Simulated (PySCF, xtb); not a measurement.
germanium monotelluride cation (GeTe), SMILES [Ge]=[Te] (connectivity only; charge and spin as stated), charge +1, multiplicity 2.

Harmonic wavenumbers (cm⁻¹) from GFN2-xTB run with xtb at its own minimum, in rising order: 280.

What does r2SCAN-D4/def2-TZVP run with PySCF give at its own minimum? (Estimate from the structure and the level; the computed values follow.)

269. Paired by order, the mean absolute difference is 11 cm⁻¹ and the zero-point energies are 0.4 and 0.4 kcal/mol.
